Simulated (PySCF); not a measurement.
**Highest orbital energy against ionisation energy along the third row**

Calculated with PySCF 2.14, no spin-orbit coupling. Each cell gives −ε(HOMO) / ΔSCF in eV; NIST values include spin-orbit coupling, (s) semi-empirical, (t) theoretical.

```
                           species              UHF              LDA              PBE             PBE0           r2SCAN  NIST (lowest levels)
Al²⁺ (x2c-TZVPPall, spin-free X2C)  28.090 / 28.070  24.617 / 28.828  24.506 / 28.827  25.508 / 28.697  24.682 / 28.400                28.448
Si²⁺ (x2c-TZVPPall, spin-free X2C)  32.225 / 32.042  28.677 / 33.629  28.552 / 33.491  29.700 / 33.351  28.704 / 32.957                33.493
 P²⁺ (x2c-TZVPPall, spin-free X2C)  29.962 / 29.577  24.794 / 30.212  24.946 / 30.249  26.356 / 30.265  25.382 / 30.359                30.203
 S²⁺ (x2c-TZVPPall, spin-free X2C)  34.704 / 34.139  28.843 / 34.866  28.944 / 34.826  30.565 / 34.864  29.463 / 35.006      34.86 ± 0.04 (s)
Cl²⁺ (x2c-TZVPPall, spin-free X2C)  39.675 / 38.940  33.021 / 39.651  33.093 / 39.573  34.946 / 39.651  33.764 / 39.817       39.8 ± 0.11 (s)
Ar²⁺ (x2c-TZVPPall, spin-free X2C)  40.408 / 39.362  34.093 / 40.832  34.160 / 40.724  36.007 / 40.714  34.568 / 40.670    40.735 ± 0.012 (s)
```

Question: How far is −ε(HOMO) from ΔSCF on average for each method, and why?

Answer: UHF 0.49 eV; LDA -5.66 eV; PBE -5.58 eV; PBE0 -4.08 eV; r2SCAN -5.11 eV. Hartree-Fock orbital energies lack relaxation and so exceed the ΔSCF value; semilocal functionals have convex E(N) from self-interaction, so their HOMO lies far too high; exact exchange moves hybrids part of the way back.
